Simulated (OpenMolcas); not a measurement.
# Zr II: thermal populations, worked from levels

```yaml
Program: OpenMolcas 26.06
Basis: ANO-RCC-VDZP [6s5p3d1f]
Scalar_Hamiltonian: DKH2, point nucleus
Active_space: 3 electrons in 6 orbitals (4d 5s)
State_averaging: 2S+1 = 4 even, 20 roots; 2S+1 = 2 even, 70 roots
Spin-orbit_coupling: state interaction with AMFI integrals over the reference wave functions, term energies averaged over their components
```

Methods: CASSCF; MS-CASPT2, IPEA 0.25 Eh, imaginary shift 0.1 Eh (closed shells correlated: 4s 4p). Measured levels: NIST Handbook of Basic Atomic Spectroscopic Data.

**Thermal populations.** Z = Σ (2J + 1) exp(-E/kT) with k = 0.695035 cm-1/K, over the levels below. No other level of either list lies under 3250 cm-1, which is above 7 kT at each temperature.

| Level | 2J + 1 | MS-CASPT2 | measured |
| --- | --- | --- | --- |
| 4d2 5s 4F 3/2 | 4 | 0.0 | 0.0 |
| 4d2 5s 4F 5/2 | 6 | 312 | 315 |
| 4d2 5s 4F 7/2 | 8 | 748 | 763 |
| 4d2 5s 4F 9/2 | 10 | 1286 | 1323 |
| 4d3 4F 3/2 [71 %] | 4 | 2830 | 2572 |
| 4d3 4F 5/2 | 6 | 3250 | 2895 |

| T (K) | Z, MS-CASPT2 | Z, measured levels | Ground level (%), MS-CASPT2 | Ground level (%), measured levels |
| --- | --- | --- | --- | --- |
| 300 | 5.586 | 5.548 | 71.6 | 72.1 |

At 300 K, kT = 209 cm-1, and the computed levels give Z = 4.000 + 1.344 + 0.221 + 0.021 + 0.000 + 0.000 = 5.586.

Term energies are means over components that CASPT2 splits; among the terms shown or strongly mixed into the levels shown the widest spread is 660 cm-1 (4d2 5s 4F, MS-CASPT2). Over all roots computed the reference weight is 0.89 to 0.94 in MS-CASPT2; the roots of lowest weight are the least certain, and an intruder state may touch them. Configurations are named by rounded mean occupations; where the s occupation lies near a half they are strongly mixed, a name can repeat and a true partner stay unpaired. A single d shell beside an s shell can misplace configurations of different d count against each other. Without dynamic correlation excited terms often stand tens of per cent too high (terms of higher spin than the ground term too low), and those without a measured partner can miss by more than the paired ones (holds for CASSCF). The CASPT2 spread within a term exceeds the gap to the next term for 4d2 5s 2D(1) and 4d3 4F, so the order of their levels is uncertain, and so are names and mixing where such terms share a J (holds for MS-CASPT2). Measured partners are found by configuration, term and J. A level has none where our copy of the source lacks it or the pairing is in doubt (some pairs that miss far off the trend of their configuration count as doubtful), and it then counts in no deviation. Only configurations of the active space appear.

A share in square brackets marks a mixed level and gives the weight of the term that names it, the lowest over the columns. A number in round brackets counts repeated terms of one configuration in the order of the reference energies.
